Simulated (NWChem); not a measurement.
# InH, singlet; SMILES [InH]

```xyz
2

In     0.0000     0.0000    -0.0209
H      0.0000     0.0000    -1.8706
```
Atoms are numbered in this order, from 1.

Computed with NWChem. Low-valent species are run as closed-shell singlets; no triplet was tried in these runs. Structure relaxed at the PBE0-D3(BJ)/def2-TZVP level. def2 effective core potentials on In; no spin-orbit coupling. Static field.

Problem. Order these by “anisotropy (bohr³)”, lowest first: B3LYP/def2-SVPD; B3LYP/def2-TZVP; B3LYP/def2-TZVPD.

Solution. B3LYP/def2-TZVP (16.5), B3LYP/def2-SVPD (20.1), B3LYP/def2-TZVPD (20.9)
